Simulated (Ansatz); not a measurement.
`CB[S][GeH3]` + `CCO[SiH2]C` → `C[SiH2][O][GeH3]` + `CBSCC`  (redistribution)

Computed with Ansatz on PBE0-D4/def2-TZVP structures; ΔE is electronic, products minus reactants. CBS: MP2 limit from def2 TZ/QZ plus the TZ coupled-cluster correction, frozen cores. DFT in def2-TZVPP. B3LYP here is the variant with VWN-RPA as its local correlation; programs differ in this. For Ge outer-core shells are correlated without core-valence functions, which leaves a few kJ/mol of doubt a bond. Scalar relativity is left out up to krypton. Each species was taken in one conformer, which may not be the lowest.

| level | ΔE (kJ/mol) | difference from CCSD(T)/CBS |
| --- | --- | --- |
| PBE-D4 | -23.2 | 10.0 |
| r2SCAN-D4 | -28.2 | 5.0 |
| PBE0-D4 | -24.0 | 9.2 |
| B3LYP-D4 | -27.8 | 5.4 |
| ωB97X-V | -29.3 | 3.9 |
| ωB97M-V | -28.9 | 4.3 |
| B2PLYP | -32.8 | 0.4 |
| PBE | -23.8 | 9.4 |
| r2SCAN | -28.4 | 4.8 |
| PBE0 | -24.6 | 8.6 |
| B3LYP | -28.8 | 4.4 |
| HF/def2-TZVPP | -32.6 | 0.6 |
| MP2/def2-TZVPP | -36.7 | -3.5 |
| SCS-MP2/def2-TZVPP | -37.6 | -4.4 |
| CCSD/def2-TZVPP | -32.0 | 1.2 |
| CCSD(T)/def2-TZVPP | -32.1 | 1.1 |
| HF/def2-QZVPP | -34.6 | -1.4 |
| MP2/def2-QZVPP | -37.9 | -4.7 |
| SCS-MP2/def2-QZVPP | -39.0 | -5.8 |
| HF/CBS(def2) | -34.8 | -1.6 |
| MP2/CBS(def2) | -37.7 | -4.5 |
| CCSD/CBS(def2) | -33.0 | 0.2 |
| CCSD(T)/CBS | -33.2 | 0 |

Largest T1 diagnostic among the species: 0.013.
